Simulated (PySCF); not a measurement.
# Stretching BeAl⁺

Set-up: PySCF, no relativity, basis sets Be def2-TZVP, Al def2-TZVP. Energies in eV from Be + Al⁺ in their ground configurations at the same level. State: ¹Σ⁺ (singlet), closed shell.

```csv
R (Å),r²SCAN,B97-3,RHF-CCSD,PBE
2.412,-0.6717,-0.5047,,-0.6978
2.525,-0.7874,-0.6247,-0.3604,-0.8090
2.637,-0.8488,-0.6919,-0.4345,-0.8676
2.721,-0.8691,-0.7172,-0.4650,-0.8866
2.805,-0.8730,-0.7266,-0.4796,-0.8898
2.889,-0.8644,-0.7235,-0.4823,-0.8810
3.001,-0.8391,-0.7053,-0.4725,-0.8558
3.142,-0.7924,-0.6667,-0.4464,-0.8101
3.310,-0.7244,-0.6073,-0.4041,-0.7438
3.534,-0.6265,-0.5203,,-0.6490
```

Q: Put a parabola through the three lowest points of the r²SCAN curve and estimate Re, k and ωe (reduced mass 6.756 u; 1 eV/Å² = 0.16022 mdyn/Å; ωe = 1302.8·√(k/μ) cm⁻¹).

A: Through R = 2.721, 2.805, 2.889 Å the second-order coefficient is 0.886 eV/Å², so Re ≈ 2.789 Å, k ≈ 0.284 mdyn/Å and ωe ≈ 267 cm⁻¹. A polynomial fit of higher order to the unrounded r²SCAN energies gives Re = 2.786 Å, k = 0.298 mdyn/Å, ωe = 274 cm⁻¹; anharmonicity and rounding make the difference.

The higher-order fit for each curve: r²SCAN: Re = 2.786 Å, ωe = 274 cm⁻¹, De = 0.87 eV; B97-3: Re = 2.823 Å, ωe = 256 cm⁻¹, De = 0.73 eV; RHF-CCSD: Re = 2.869 Å, ωe = 232 cm⁻¹, De = 0.483 eV; PBE: Re = 2.782 Å, ωe = 270 cm⁻¹, De = 0.89 eV.

Correlated steps freeze 5 core orbitals. Closed-shell solutions of metal pairs were not tested for spin polarisation, which can lower them a little. For an ion De counts to the pair picked by the measured ionisation energies or electron affinities, which need not be the lowest pair at this level.
